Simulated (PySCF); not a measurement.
# Ba: excitation energy

Ba [Xe] 6s2 (1S) → Ba [Xe] 5d2 (3F), as a difference of total energies. Computed with PySCF 2.14 in aug-cc-pVDZ-X2C, with the spin-free X2C one-electron Hamiltonian (Gaussian nucleus). Correlated levels: valence: [Xe] frozen. The calculations carry no spin-orbit coupling.

```json
{"method": "UHF", "excitation energy (cm⁻¹)": "19669"}
{"method": "LDA", "excitation energy (cm⁻¹)": "18317"}
{"method": "PBE", "excitation energy (cm⁻¹)": "16141"}
{"method": "PBE0", "excitation energy (cm⁻¹)": "16642"}
{"method": "r2SCAN", "excitation energy (cm⁻¹)": "13906"}
{"method": "B3LYP", "excitation energy (cm⁻¹)": "18301"}
{"method": "BHandHLYP", "excitation energy (cm⁻¹)": "19460"}
{"method": "TPSS", "excitation energy (cm⁻¹)": "14934"}
{"method": "M06-2X", "excitation energy (cm⁻¹)": "23253"}
{"method": "MP2 (valence)", "excitation energy (cm⁻¹)": "22692"}
{"method": "SCS-MP2 (valence)", "excitation energy (cm⁻¹)": "23524"}
```

A first-order spin-orbit estimate (lowest level to lowest level, LS coupling) adds -0.054 eV.
